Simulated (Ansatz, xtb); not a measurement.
The molecule ZnF+, closed-shell singlet (lowest of 2S+1 = 1, 3 at CCSD(T)/def2-TZVPP on PBE0 minima; our sources give no spin for the ground state, which may be another). No spin–orbit coupling. Zn is treated without relativity.

Constants: fifth-degree fit in 1/R to seven points, most abundant isotopes. Runs in def2 and cc sets follow the lowest solution found near the PBE0 minimum. The singlet is held restricted.

Correlated levels freeze the inner cores; with def2 sets outer-core shells near the valence are correlated too. CBS(a, b) extrapolates the correlation energy as X⁻³ and adds the Hartree–Fock energy of set b.

The values were computed with Ansatz (Gaussian orbitals); xtb for the GFN methods. Values without a source in brackets are computed.

Task: What bond length and harmonic frequency does GFN2-xTB give?

Result: r_e = 1.735 Å, ω_e = 409 cm⁻¹.

Task: What bond length and harmonic frequency does PBE/def2-TZVPP give?

Result: r_e = 1.730 Å, ω_e = 678 cm⁻¹.

Task: What bond length and harmonic frequency does CCSD(T)/CBS(def2-TZVPP, def2-QZVPP) give?

Result: r_e = 1.696 Å, ω_e = 758 cm⁻¹.

Ansatz is a first-principles code.
